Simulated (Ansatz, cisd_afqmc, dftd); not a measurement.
System: C3H5O, charge 0, doublet. C3H5O (SMILES [CH]=C(C)O, doublet).
B3LYP-D3(BJ)/def2-TZVP minimum from Ansatz (a quantum-chemistry and plane-wave program):
```
C
C 1 1.3122
H 2 1.0753 1 141.42
O 1 1.3836 2 124.29 3 0.00
H 4 0.9651 1 109.27 2 0.00
C 1 1.4945 2 124.97 3 180.00
H 6 1.0874 1 110.81 2 0.00
H 6 1.0923 7 109.23 1 121.23
H 6 1.0923 7 109.23 8 117.54
```
Charge 0, spin multiplicity 2.

Wanted: atomisation energy (electronic, to ground-state atoms), in kcal/mol. UHF or UKS for unpaired electrons; spin-orbit terms are left out. Correlated methods leave the cores frozen. Rows without X2C or -DK are non-relativistic. AFQMC is phaseless with a CISD trial state; ± is one standard error, without the phaseless bias. Outlying blocks are dropped, and bars are widened where a walk drifts. Over all cases where full CI ran beside it in this data, AFQMC minus full CI had a median of +0.1 mEh and passed +0.4 mEh in a tenth of the cases. CBS(X,Y): correlation extrapolated as X^-3, Hartree-Fock from the larger set (Q,5: extrapolated as (X+1)exp(-9√X)). A bracket is a step between two methods taken in the basis named. The functionals are non-relativistic, so their misses hold any scalar relativity. Double hybrids freeze cores in their MP2 part. 'core' is core correlation in cc-pwCVTZ, 'X2C' scalar relativity in cc-pVTZ-DK, both at CCSD(T). For partners of very few electrons the exact lower level stands in for a higher one. The UHF reference of C3H5O ([CH]=C(C)O, doublet) is spin-contaminated (<S^2> up to 0.15 over the pure value in the sets run).

```tsv
level	program	atomisation energy (kcal/mol)
CAM-B3LYP-D4/def2-TZVPD	Ansatz + dftd4	849.8
B2GP-PLYP-D4/def2-TZVPD	Ansatz + dftd4	833.8
CCSD/cc-pVTZ	Ansatz	808.7
CCSD(T)/CBS(cc-pVQZ,cc-pV5Z) + core + X2C	Ansatz	845.8
AFQMC/CISD/cc-pVTZ	cisd_afqmc	823.2 ± 0.4
CCSD(T)/CBS(cc-pVQZ,cc-pV5Z) + [AFQMC/CISD - CCSD(T)]/cc-pVTZ	Ansatz + cisd_afqmc	843.9 ± 0.4
```
